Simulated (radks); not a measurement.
Task: The germanium ion Ge7+ is in [Ar] 3d7. All-electron calculation, non-relativistic Kohn-Sham, PBE, spin-polarised, spherical densities, point nucleus. Program: a radial shooting solver on a logarithmic mesh with Libxc functionals. Open shells are filled with parallel spins first. One electron is removed from 2p, 3p, 3d, 3s in turn, with full relaxation. Which removal costs least, and what does each cost?

Result: 3d 177.02 eV; 3p 262.91 eV; 3s 312.19 eV; 2p 1379.3 eV. The 3d electron leaves first.
